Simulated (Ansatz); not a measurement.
Molecule: BeH2, net charge -1, doublet state. 
Geometry from a B3LYP-D3(BJ)/def2-TZVP (Ansatz, an electronic-structure program) optimisation:
```
Be
H 1 1.3944
H 1 1.3944 2 126.04
```
Charge -1, spin multiplicity 2.

Basis-set convergence of Hartree-Fock and MP2 correlation energies (hartree) with Ansatz. Valence correlation only, unless marked. UHF or UKS for open shells. Spin-orbit coupling is left out. No relativistic terms. This anion needs diffuse functions, which these sets lack.

```json
[
 {"basis": "def2-SVP", "functions": "19", "E(HF)": "-15.70964", "E(corr, MP2)": "-0.04751"},
 {"basis": "def2-TZVPP", "functions": "47", "E(HF)": "-15.73109", "E(corr, MP2)": "-0.06568"},
 {"basis": "def2-QZVPP", "functions": "96", "E(HF)": "?", "E(corr, MP2)": "?"}
]
```

**Question.** Some entries are withheld; supply them.

**Answer.** 
- def2-QZVPP, E(HF): -15.73891
- def2-QZVPP, E(corr, MP2): -0.07201
